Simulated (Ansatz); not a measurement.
These are frozen-core CCSD(T)/def2-TZVPP // CAM-B3LYP-D3(BJ)/def2-TZVP (Ansatz, a first-principles code) values and carry that method's errors.

Ansatz 0.2 input:
```yaml
crystal:
  periodic: [false, false, false]
  atoms:
    - { symbol: C, position_ang: [1.165458, -0.222644, 0.141252] }
    - { symbol: C, position_ang: [0.041369, 0.409092, -0.175681] }
    - { symbol: N, position_ang: [-1.228385, -0.138112, -0.209499] }
    - { symbol: H, position_ang: [2.114564, 0.284915, 0.071369] }
    - { symbol: H, position_ang: [1.170285, -1.257369, 0.460689] }
    - { symbol: H, position_ang: [0.074504, 1.444777, -0.495147] }
    - { symbol: H, position_ang: [-1.992119, 0.49764, -0.058601] }
    - { symbol: H, position_ang: [-1.345675, -1.0183, 0.265619] }
basis:
  gaussian: { orbitals: def2-TZVPP }
correlation:
  method: ccsd_t
```

Output:

```
Functional definition: HF
956 factors; integrals over basis functions are off by at most 1.0e-3 eV
mean field evaluation 1: about -3619.7699 eV, gradient 3.3e1 eV
mean field evaluation 2: about -3619.7745 eV, gradient 3.3e1 eV
mean field evaluation 4: about -3622.4893 eV, gradient 2.9e0 eV
mean field evaluation 8: about -3622.5198 eV, gradient 3.2e-4 eV
mean field evaluation 16: about -3622.5180 eV, gradient 6.8e-1 eV
mean field -3622.51980636 eV, -133.1251474518 hartree, gradient 2.1e-6 eV, S^2 0.000000; 0 other end points of the search recorded, 0 dependent functions left out
3 core orbitals not correlated
reference -3622.51980636 eV, -133.1251474518 hartree; 9, 9 occupied and 151, 151 virtual orbitals, 956 factors
second order -14.78635398 eV of doubles, -0.00000000 eV of singles
cycle   1  -15.06856071 eV  change   -2.8e-1 eV  update   7.7e-2
cycle   2  -15.42054048 eV  change   -3.5e-1 eV  update   2.4e-2
cycle   3  -15.49712190 eV  change   -7.7e-2 eV  update   1.2e-2
cycle   4  -15.49181060 eV  change    5.3e-3 eV  update   3.2e-3
cycle   5  -15.49174906 eV  change    6.2e-5 eV  update   1.3e-3
cycle   6  -15.49185926 eV  change   -1.1e-4 eV  update   3.4e-4
cycle   7  -15.49167097 eV  change    1.9e-4 eV  update   9.9e-5
cycle   8  -15.49165527 eV  change    1.6e-5 eV  update   3.6e-5
cycle   9  -15.49165730 eV  change   -2.0e-6 eV  update   1.1e-5
perturbative correction -0.64847122 eV, -0.0238308777 hartree
Total energy: -3638.65993488 eV, -133.7182862347 hartree
```

Cost: around 40 core-seconds (rough).
